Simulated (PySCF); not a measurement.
## SMILES O=C\C=C/C=C\C=C(/[O-])Cl, [C₇H₆ClO₂]-, charge -1

Molfile (atoms numbered from 1):
```
C7H6ClO2
     RDKit          3D

 16 15  0  0  0  0  0  0  0  0999 V2000
    2.4801    3.5454   -0.7680 O   0  0  0  0  0  0  0  0  0  0  0  0
    1.7750    2.5435   -0.7850 C   0  0  0  0  0  0  0  0  0  0  0  0
    1.2608    1.8534    0.3620 C   0  0  0  0  0  0  0  0  0  0  0  0
    0.4646    0.7220    0.3328 C   0  0  0  0  0  0  0  0  0  0  0  0
   -0.0255   -0.0141   -0.7646 C   0  0  0  0  0  0  0  0  0  0  0  0
   -0.8291   -1.1502   -0.6601 C   0  0  0  0  0  0  0  0  0  0  0  0
   -1.3215   -1.8020    0.4720 C   0  0  0  0  0  0  0  0  0  0  0  0
   -2.1262   -2.9531    0.3173 C   0  0  0  0  0  0  0  0  0  0  0  0
   -2.5183   -3.5555   -0.6428 O   0  0  0  0  0  0  0  0  0  0  0  0
   -2.6498   -3.6172    2.0091 Cl  0  0  0  0  0  0  0  0  0  0  0  0
    1.4834    2.0962   -1.7738 H   0  0  0  0  0  0  0  0  0  0  0  0
    1.5396    2.2828    1.3297 H   0  0  0  0  0  0  0  0  0  0  0  0
    0.1680    0.3361    1.3166 H   0  0  0  0  0  0  0  0  0  0  0  0
    0.2326    0.3136   -1.7751 H   0  0  0  0  0  0  0  0  0  0  0  0
   -1.1295   -1.6153   -1.6074 H   0  0  0  0  0  0  0  0  0  0  0  0
   -1.1119   -1.4597    1.4844 H   0  0  0  0  0  0  0  0  0  0  0  0
  1  2  2  0
  2  3  1  0
  3  4  2  0
  4  5  1  0
  5  6  2  0
  6  7  1  0
  7  8  2  0
  8  9  1  0
  8 10  1  0
  2 11  1  0
  3 12  1  0
  4 13  1  0
  5 14  1  0
  6 15  1  0
  7 16  1  0
M  CHG  1   9  -1
M  END
```

Level of theory: PySCF 2.14.0, quadratic response CAM-B3LYP/aug-cc-pVDZ first hyperpolarisability, Taylor convention, gas phase. Geometry: PBE0-D3(BJ)/def2-SVP.

For a gas-phase anion, states above the detachment energy (about 2.9 eV, taken as minus the energy of the highest occupied orbital) lie in the continuum and depend on the basis.

(1) Give the tensor of the second harmonic β(−2ω;ω,ω) at 1907 nm in the axes of these coordinates.

## Answers

(1) In au, Taylor convention; rows are the first index (the induced dipole):
|  | xx | yy | zz | xy | xz | yz |
| --- | --- | --- | --- | --- | --- | --- |
| x | -269.4 | -569.4 | -140.7 | -410.4 | +51.0 | +166.7 |
| y | -398.2 | -790.2 | -197.5 | -578.9 | +167.5 | +159.0 |
| z | +40.4 | +139.0 | -66.4 | +153.0 | -130.5 | -183.0 |

Norm of βᵢ = ⅓ Σⱼ (βᵢⱼⱼ + βⱼᵢⱼ + βⱼⱼᵢ): 1700.9 au, hyper-Rayleigh value 683.2 au.
